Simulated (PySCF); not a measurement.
**Working with the constants of MgI⁻**

RHF-CCSD(T) constants of MgI⁻, ¹Σ⁺ (singlet), closed shell (PySCF, scalar-relativistic core potentials, basis sets Mg aug-cc-pVDZ, I aug-cc-pVDZ-PP with ECP28; masses 23.9850 and 126.9045 u):

* ωe: 165.9 cm⁻¹
* ωexe: 1.48 cm⁻¹
* Be: 0.09737 cm⁻¹
* αe: 0.00103 cm⁻¹
* D (centrifugal): 1.34e-07 cm⁻¹
* De to Mg + I⁻: 0.71 eV

**Question.** Give the vibrational terms G(v) and spacings up to v = 6.

**Answer.** G(v) = ωe(v+½) − ωexe(v+½)².

```
v  G(v) (cm⁻¹)  G(v) − G(v−1)  Bv (cm⁻¹)
0         82.6                   0.09685
1        245.5          162.9    0.09582
2        405.5          160.0    0.09480
3        562.5          157.0    0.09377
4        716.6          154.1    0.09273
5        867.7          151.1    0.09170
6       1015.8          148.1    0.09067
```

**Question.** How well does the Morse estimate ωe²/(4ωexe) reproduce De, and what is D0?

**Answer.** It gives 0.58 eV, 81 % of the computed De. D0 = De − G(0) = 0.71 − 0.01 = 0.70 eV.

Correlated steps freeze 5 core orbitals. Correlated levels converge slowly with the basis: in double zeta they bind strong bonds too weakly, by up to about 1 eV, and carry superposition errors of some tenths. Spin–orbit coupling is left out. For an ion De counts to the pair picked by the measured ionisation energies or electron affinities, which need not be the lowest pair at this level.
